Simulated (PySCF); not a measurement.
A structure optimised at PBE0-D3(BJ)/def2-SVP, used in a PySCF frequency run:

```xyz
12

B      0.3333     0.1060     0.4349
Cl     1.0951    -0.9596     1.6395
O      0.9719     1.2234     0.0091
H      1.8240     1.3498     0.4367
O     -0.8801    -0.2341    -0.0229
C     -1.5403     0.5508    -1.0025
C     -1.1067     0.1677    -2.3995
H     -2.6178     0.3712    -0.8675
H     -1.3501     1.6210    -0.8180
H     -1.2717    -0.9056    -2.5764
H     -1.6814     0.7339    -3.1481
H     -0.0394     0.3873    -2.5514
```
Charge 0, spin multiplicity 1.

Task: Write its SMILES and formula.

Result: CCOB(O)Cl, C2H6BClO2

Task: What are its rotational constants (standard atomic weights)?

Result: 6.2647, 1.4868, 1.3310 GHz
